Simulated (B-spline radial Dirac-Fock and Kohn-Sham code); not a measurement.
## Dipole and non-dipole photoemission parameters of Tl 6s

System: atomic thallium in the configuration [Xe] 4f14 5d10 6s2 6p1; threshold 11.84 eV (orbital energy of the model). Method: Dirac-Hartree-Slater photoionisation with a Latter tail; cross sections with all multipoles, angular parameters from the dipole term and its interference with E2. Computed with a B-spline atomic structure program.

For linearly polarised light dσ/dΩ = σ/(4π) [1 + β P₂(cos θ) + (δ + γ cos²θ) sin θ cos φ], with θ from the polarisation vector and φ the angle between the beam and the projection of the electron momentum on the plane normal to the polarisation.

| hν (eV) | σ (kb) | β | γ |
| --- | --- | --- | --- |
| 100 | 25.1 | 1.058 | -0.009 |
| 160 | 16.3 | 1.409 | 0.137 |
| 182 | 14.2 | 1.472 | 0.175 |
| 200 | 12.9 | 1.513 | 0.202 |
| 237 | 10.7 | 1.576 | 0.251 |
| 300 | 8.10 | 1.647 | 0.316 |
| 390 | 5.83 | 1.706 | 0.379 |
| 407 | 5.52 | 1.715 | 0.389 |
| 425 | 5.22 | 1.723 | 0.398 |
| 451 | 4.82 | 1.734 | 0.410 |
| 480 | 4.43 | 1.744 | 0.422 |
| 545 | 3.72 | 1.763 | 0.444 |
| 600 | 3.25 | 1.776 | 0.458 |
| 687 | 2.67 | 1.793 | 0.473 |
| 1090 | 1.34 | 1.836 | 0.479 |
| 1180 | 1.18 | 1.842 | 0.473 |
| 1230 | 1.11 | 1.845 | 0.470 |
| 1253.6 | 1.08 | 1.847 | 0.468 |
| 1360 | 0.950 | 1.852 | 0.458 |
| 1490 | 0.823 | 1.859 | 0.445 |
| 1830 | 0.592 | 1.871 | 0.401 |
| 2720 | 0.308 | 1.890 | 0.272 |
| 4000 | 0.159 | 1.905 | 0.107 |
| 6000 | 0.0766 | 1.916 | -0.067 |
| 6030 | 0.0759 | 1.916 | -0.069 |
| 7300 | 0.0533 | 1.920 | -0.132 |
| 9450 | 0.0326 | 1.925 | -0.176 |
| 9940 | ? | ? | ? |
| 11600 | 0.0219 | 1.928 | -0.162 |
| 12000 | 0.0205 | 1.928 | -0.155 |

**Question.** Give the values at 9940 eV.

**Answer.** σ = 0.0296 kb, β = 1.926, γ = -0.177. For an s subshell δ is negligible.
